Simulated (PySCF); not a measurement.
# Ionisation energy of Sr²⁸⁺ by level of theory

Sr²⁸⁺ [Ne] → Sr²⁹⁺ [He] 2s2 2p5 [2p1/2^2 2p3/2^3, M_J = 3/2], as a difference of total energies. Calculation: PySCF 2.14, in an uncontracted even-tempered set (18 s from 9.7 bohr⁻², ratio 2.4; 12 p from 13 bohr⁻², ratio 2.4; 5 d from 52 bohr⁻², ratio 2.6; 5 f from 77 bohr⁻², ratio 2.6); the two-component X2C-1e Hamiltonian. Correlated levels: nothing frozen; the 34 highest virtual spinors dropped. "Screened" scales the spin-orbit matrix elements by Boettger's factors to mimic the two-electron term; Breit and QED terms are absent.

```tsv
method	ionisation energy (eV)
GHF (spin-free)	3365.0
GMP2 (spin-free)	3366.4
GHF (screened spin-orbit)	3341.9
GMP2 (screened spin-orbit)	3343.3
```

For this ion Breit and QED terms and the two-electron picture change, all absent here, outweigh the correlation shift from GHF to GMP2.

The spin-free rows lack the spin-orbit shift.

For comparison: 3344.7 ± 1.9 eV (semi-empirical (NIST evaluation); NIST Atomic Spectra Database, ionization energies).
